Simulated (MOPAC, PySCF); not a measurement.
C₂H₆N₂O, SMILES `[H]/N=C(/CO)N`, neutral singlet in the gas phase. 

Cartesian coordinates (Å):
```xyz
11

N      0.7651    -0.4810     1.5934
C      0.3958    -0.0943     0.4329
N      1.1560     0.0837    -0.6885
C     -1.0724     0.2309     0.2284
O     -1.4905     0.1810    -1.1313
H      1.7773    -0.6093     1.6427
H      0.7283     0.5214    -1.4886
H      2.1590     0.0777    -0.6213
H     -1.2412     1.2612     0.5537
H     -1.6616    -0.4253     0.8749
H     -1.5158    -0.7459    -1.3965
```
Charge 0, spin multiplicity 1.

All levels are single points at this geometry (r2SCAN-D4/def2-TZVP); Pople sets use spherical d functions. Orbital energies aren't observables, and empty levels follow the basis.

| level | HOMO (eV) | LUMO (eV) | gap (eV) | dipole (D) | vertical IE, Delta-SCF (eV) |
|---|---|---|---|---|---|
| r2SCAN-D4/def2-TZVP in PySCF | -5.93 | -0.02 | 5.90 | 2.76 | 9.10 |
| B3LYP/3-21G in PySCF | -5.98 | 1.47 | 7.45 | 2.67 | – |
| B3LYP/6-31G* in PySCF | -6.29 | 1.07 | 7.36 | 2.70 | 8.98 |
| BP86/6-31G* in PySCF | -5.31 | 0.21 | 5.51 | 2.72 | – |
| M06-2X/6-31G* in PySCF | -7.91 | 2.28 | 10.19 | 2.68 | – |
| PBE/6-31G* in PySCF | -5.19 | 0.29 | 5.49 | 2.71 | – |
| SVWN5/6-31G* in PySCF | -5.33 | 0.11 | 5.44 | 2.76 | 8.90 |
| HF/3-21G in PySCF | -9.56 | 5.69 | 15.25 | 2.58 | – |
| HF/6-31G* in PySCF | -9.76 | 5.28 | 15.04 | 2.70 | – |
| HF/STO-3G in PySCF | -7.62 | 9.00 | 16.61 | 2.34 | – |
| AM1 in MOPAC | -9.70 | 1.56 | 11.26 | 2.10 | – |
| PM3 in MOPAC | -9.16 | 1.12 | 10.29 | 2.38 | – |
| PM6 in MOPAC | -9.79 | 1.05 | 10.84 | 2.54 | – |
